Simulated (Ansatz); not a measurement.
Two members of one family (Sn nanocrystals, cubic, H-capped), computed with Ansatz in the gas phase; def2 core potentials for Sn, no spin–orbit coupling. Binding counts from free atoms in the multiplicity of their measured ground term, without zero-point energy. Sets without diffuse functions give affinities that are too small. A dash marks a value that wasn't run or was left out as unsound. The structures are stationary points that may keep the symmetry of their start. Remarks come from the PBE and PBE0 runs and from stability tests at other levels; not every state was tested. HOMO above LUMO (over both spins in singlets and doublets, within one spin in higher multiplets; at PBE or PBE0), or a gap under 0.15 eV within one spin, warns that the state may not be the lowest or that an electron is smeared out.

First: Sn21H32, disc (singlet, charge 0, PBE-D4/def2-SVP geometry).

```xyz
53

Sn   -2.5550    4.9423    1.5292
Sn    4.4498    3.0368   -1.8542
Sn    4.5894   -0.8538    0.8114
Sn    1.0053    2.0204    1.2376
Sn   -2.2067    2.1284   -2.0602
Sn    1.3482   -0.7651   -2.4095
Sn   -1.9391   -1.5345    0.7187
Sn   -5.5110    1.3723    1.0091
Sn    1.6146   -4.4465    0.2880
Sn   -1.8113   -4.5210   -2.9573
Sn    2.3752    4.0120   -0.2196
Sn   -0.7256    3.3899    2.9995
Sn   -4.0159    3.3710   -0.2942
Sn    2.8868    0.4551    2.6381
Sn    6.0614    1.1365   -0.5448
Sn    3.1183   -2.4381   -0.9987
Sn   -3.8546   -0.3889    2.4480
Sn   -0.2483   -3.3332    2.0852
Sn   -0.4491    0.4602   -0.6115
Sn   -3.3972   -2.9563   -1.2348
Sn    0.1654   -5.9817   -1.5848
H    -3.6295    5.8060    2.5874
H    -1.6573    6.1308    0.6345
H     5.4543    4.3621   -2.3677
H     3.7715    2.3239   -3.2832
H     5.7023   -1.8770    1.6829
H    -1.2819    3.3199   -2.9268
H    -3.0582    1.1771   -3.2400
H     2.2256    0.4593   -3.2774
H     0.4559   -1.6792   -3.5869
H    -6.7111    2.0855    2.0443
H    -6.3596    0.4499   -0.1951
H     2.7025   -5.5009    1.1540
H    -1.0516   -3.4961   -4.1332
H    -2.8277   -5.6352   -3.8252
H     3.0581    5.1530    0.9023
H     1.2300    4.8949   -1.1872
H     0.2315    4.4242    4.0173
H    -1.5659    2.2785    4.0345
H    -5.1051    4.4029   -1.1834
H     3.8386    1.5051    3.6489
H     2.0781   -0.6725    3.6814
H     7.0451    1.9713    0.6199
H     7.1484    0.4061   -1.6866
H     4.2302   -3.1954   -2.1106
H    -3.0862    0.4393    3.7656
H    -4.8167   -1.6677    3.1298
H     0.5377   -2.5328    3.4114
H    -1.2234   -4.6085    2.7542
H    -4.3407   -1.8299   -2.1670
H    -4.5291   -4.0057   -0.4320
H     1.2487   -6.7152   -2.7292
H    -0.6151   -7.2796   -0.7319
```

```
             level  HOMO (eV)  LUMO (eV)  gap (eV)  vertical IE (eV)  vertical EA (eV)  binding per atom (eV)
   PBE-D4/def2-SVP      -5.78      -2.86      2.92                 –                 –                   2.42
  PBE-D4/def2-TZVP      -5.84      -2.97      2.87              7.14              1.87                   2.44
  PBE0-D4/def2-SVP      -6.60      -2.16      4.44                 –                 –                   2.42
 PBE0-D4/def2-TZVP      -6.62      -2.24      4.38              7.51              1.51                   2.44
BHLYP-D4/def2-TZVP      -7.30      -1.46      5.83              7.73              1.20                   2.44
```

Remarks: gap within one spin near zero at PBE or PBE0 (+1 doublet).

Second: Sn22H28 (singlet, charge 0, PBE-D4/def2-SVP geometry).

```xyz
50

Sn   -0.9681    2.8293    3.9818
Sn    0.9783    4.8753    0.2786
Sn   -4.5260   -0.0275    3.4296
Sn   -0.4145   -1.6746    4.6708
Sn    1.5016    0.3354    0.9780
Sn    2.0933   -4.1958    1.6748
Sn   -2.0194   -2.5127    0.4254
Sn    4.0151   -2.1812   -1.9733
Sn   -2.5663    1.9749   -0.2630
Sn   -0.6395    4.0394   -3.9422
Sn   -0.1012   -0.5061   -3.2112
Sn    3.4597    2.3829   -2.6682
Sn    0.4738   -5.0553   -2.5430
Sn   -2.2059    0.4862    4.9422
Sn   -0.2563    2.5304    1.2629
Sn    1.6819    4.5591   -2.4336
Sn   -3.8221   -0.3576    0.7162
Sn    0.3024   -2.0280    1.9593
Sn    2.2468    0.0085   -1.7288
Sn    2.7963   -4.5439   -1.0332
Sn   -1.3099   -2.8824   -2.2831
Sn   -1.8681    1.6854   -2.9847
H    -2.0423    4.1875    4.1518
H     0.4522    3.1868    4.9192
H     2.3920    5.2299    1.2261
H    -0.1078    6.2209    0.4657
H    -5.6513    1.2866    3.5973
H    -5.3176   -1.4587    4.0182
H     1.0162   -1.3908    5.6174
H    -1.1406   -3.1353    5.2732
H     2.9392    0.6567    1.9153
H     3.5162   -3.9030    2.6303
H     1.3537   -5.6414    2.2971
H    -2.7701   -3.9737    1.0173
H     5.4705   -1.8590   -1.0778
H     4.4762   -2.3683   -3.6393
H    -3.6651    3.3218   -0.0997
H    -1.7399    5.3796   -3.8217
H    -0.2317    3.8587   -5.6221
H     0.3445   -0.7109   -4.8863
H     4.9093    2.6926   -1.7595
H     3.9367    2.1749   -4.3277
H    -0.2870   -6.5181   -1.9930
H     0.8906   -5.2897   -4.2141
H    -2.6337    0.6917    6.6218
H     2.4495    6.0134   -3.0168
H    -5.2501   -0.6777   -0.2350
H     3.9045   -5.8830   -1.1908
H    -2.7557   -3.1857   -3.2138
H    -3.3104    1.3525   -3.9085
```

**Question.** Estimate how these quantities change from the first to the second (second minus first).

**Answer.** 
```
             level  Δ HOMO (eV)  Δ LUMO (eV)  Δ gap (eV)  Δ vertical IE (eV)  Δ vertical EA (eV)  Δ binding per atom (eV)
   PBE-D4/def2-SVP         0.04        -0.09       -0.13                   –                   –                     0.06
  PBE-D4/def2-TZVP         0.04        -0.09       -0.13                   –                0.10                     0.06
  PBE0-D4/def2-SVP         0.05        -0.11       -0.16                   –                   –                     0.06
 PBE0-D4/def2-TZVP         0.04        -0.12       -0.16               -0.06                0.11                     0.06
BHLYP-D4/def2-TZVP         0.09        -0.13       -0.22               -0.05                0.10                     0.05
```

Remarks: gap within one spin near zero at PBE or PBE0 (+1 doublet), HOMO above LUMO (+1 doublet).
